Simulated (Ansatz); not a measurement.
CH6O3Si, SMILES O[Si](C)(O)O (connectivity only; charge and spin as stated), charge -1, multiplicity 2.

Coordinates come from a TPSSh-D3(BJ)/def2-SVPD optimisation. The values are those of a single conformer.

Two levels are set side by side: PBE/def2-TZVPD (Ansatz, an electronic-structure program) and PBE0/def2-TZVPD (Ansatz). Energy differences of separate SCF runs at the same geometry; the states with an electron removed or added have multiplicity 1. Differences are taken from unrounded values.

```json
[
 {"quantity": "vertical ionisation energy (eV)", "PBE0": "0.76"}
]
```

### Question
What does PBE give, and how far is it from PBE0? (The exact figures need the calculation; the answer reports its results.)

### Answer

| quantity | PBE | PBE minus PBE0 |
|---|---|---|
| vertical ionisation energy (eV) | 0.74 | -0.02 |
